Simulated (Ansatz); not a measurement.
Z-matrix (Å, degrees):
```
Si
C 1 1.908
O 1 1.639 2 109.5
H 1 1.480 2 109.4 3 -116.5
H 1 1.483 2 105.7 3 122.9
Cl 2 1.790 1 107.3 3 -56.5
F 2 1.368 1 111.0 3 -175.8
H 2 1.092 1 115.3 3 60.8
H 3 0.959 1 117.0 2 58.9
```

Total charge 0; spin multiplicity 1.

**Question.** List the ωB97M-V/def2-TZVPP orbital energies in eV (the Gaussian-basis code of Ansatz). (An estimate is asked.)

**Answer.** The calculation gave: Occupied: -2772.39, -1807.80, -678.10, -526.58, -285.01, -262.75, -200.28, -200.08, -200.07, -148.81, -102.95, -102.92, -102.91, -37.13, -31.35, -26.93, -21.79, -18.96, -17.55, -17.08, -16.51, -15.08, -13.91, -13.39, -13.26, -12.26, -11.75, -11.72, -10.58. Lowest empty: 1.60, 2.11, 2.88, 3.27, 3.78, 3.90, 4.38, 4.94.
